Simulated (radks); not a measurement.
Problem. All-electron atom: Dy53+ in [Ne] 3s2 3p1 (the NIST ground configuration). All-electron calculation, scalar-relativistic Kohn-Sham, PBE, spin-polarised, spherical densities, finite nucleus; open shells are filled with parallel spins first (spin-orbit coupling, left out, can overturn this in heavy ions); Fermi nuclear charge, rms radius 5.2218 fm. Program: a radial shooting solver on a logarithmic mesh with Libxc functionals. Some entries of the table are withheld. Estimate them.

orbital,occ.,eigenvalue (eV),<r^2> (bohr^2)
1s up,1,-57647.35,0.0006087
1s down,1,-57643.97,0.0006087
2s up,1,-12727.38,0.009234
2s down,1,-12724.62,0.009230
2p up,3,-11758.53,(1)
2p down,3,-11754.80,(2)
3s up,1,-5164.256,0.05154
3s down,1,-5150.634,0.05160
3p up,1,-4872.599,0.04955
3p down,0,-4859.124,0.04961

Solution. 
(1) 2p up <r^2> (bohr^2): 0.007417
(2) 2p down <r^2> (bohr^2): 0.007415
